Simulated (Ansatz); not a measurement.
The same path of F3GeHO + H3P (10 atoms, charge 0, multiplicity 1) was run twice with different band settings. Lost on the way: Ge1–O2, P7–H10. Made: Ge1–P7, O2–H10.

Computed with RHF/def2-SVP (Ansatz 0.2.0).

Relaxed end points:

```xyz
10
Properties=species:S:1:pos:R:3
Ge -0.330 0.402 -0.003
O -0.292 0.476 1.703
H -1.104 0.431 2.188
F 1.242 0.446 -0.596
F -1.185 1.689 -0.683
F -1.076 -1.005 -0.566
P 2.019 -3.242 1.245
H 0.805 -3.371 0.534
H 2.579 -2.280 0.375
H 1.525 -2.302 2.177
```

```xyz
10
Properties=species:S:1:pos:R:3
Ge 0.537 -0.395 -0.173
O -0.393 -0.692 2.289
H -1.323 -0.788 2.130
F 0.994 -0.043 -1.785
F 0.608 1.156 0.540
F -1.123 -0.765 -0.345
P 1.953 -1.984 0.673
H 0.925 -2.900 0.962
H 2.284 -2.507 -0.596
H -0.281 0.164 2.680
```

Common settings: movable images 5; climbing image yes; spring 5.0 eV/Å²; optimiser quadratic models (default); force threshold 0.03 eV/Å; iteration limit 60; end points relaxed.

| run | start path |
| --- | --- |
| 1 | through a guess of the saddle point |
| 2 | straight line |

(1) What does each run give, and how far can it be trusted?

Results:

(1) Run 1: converged after 31 iterations, highest image 2.681 eV above the first end. Neighbouring images differ by up to 2.5 eV, so the band resolves the path poorly. A vibrational analysis at the climbing image gives one clearly imaginary mode, 1755i cm⁻¹: a first-order saddle point.
Run 2: converged after 35 iterations, highest image 2.681 eV above the first end. Neighbouring images differ by up to 2.5 eV, so the band resolves the path poorly. Another band between the same ends (5 images) ends at a top of the same energy, where a vibrational analysis finds 1 clearly imaginary mode.
The orbitals stay closed-shell, which can raise the energy where a bond breaks towards radicals; this wasn't checked here.
